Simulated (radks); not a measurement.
The numbers below are computed, except where a source is named.
Task: The table gives one normalised radial function P(r) = r R(r) of Ho31+ in [Kr] (r in bohr). Level of theory: scalar-relativistic Kohn-Sham, PBE, spin-polarised, spherical densities, point nucleus (a radial shooting solver on a logarithmic mesh with Libxc functionals).

| r | P |
|---|---|
| 0.002521 | 0.2678 |
| 0.003205 | 0.3128 |
| 0.004074 | 0.3596 |
| 0.005221 | 0.4059 |
| 0.006637 | 0.4428 |
| 0.008437 | 0.4632 |
| 0.01073 | 0.4554 |
| 0.01374 | 0.4022 |
| 0.01747 | 0.2923 |
| 0.02221 | 0.1150 |
| 0.02846 | -0.1339 |
| 0.03618 | -0.4066 |
| 0.046 | -0.6419 |
| 0.05895 | -0.7361 |
| 0.07494 | -0.5732 |
| 0.09526 | -0.1197 |
| 0.1221 | 0.5291 |
| 0.1552 | 1.0140 |
| 0.1973 | 0.9740 |
| 0.2528 | 0.2145 |
| 0.3214 | -0.8869 |
| 0.4086 | -1.6686 |
| 0.5236 | -1.6432 |
| 0.6656 | -1.0132 |
| 0.8461 | -0.3906 |
| 1.084 | -0.0821 |
| 1.378 | -0.0092 |

Which n and l does it have? It may be an empty orbital.

Result: n = 4, l = 0: the number of nodes gives n - l - 1 = 3, the rise at small r (about r^(l+1), flatter next to the nucleus through relativity) gives l, and the extent must fit the shell. The curve is that of 4s. 4s: eigenvalue -1415.2 eV, 3 radial nodes at r = 0.0251, 0.1000, 0.265 bohr, <r> = 0.470 bohr, 90 % of the charge inside 0.664 bohr.
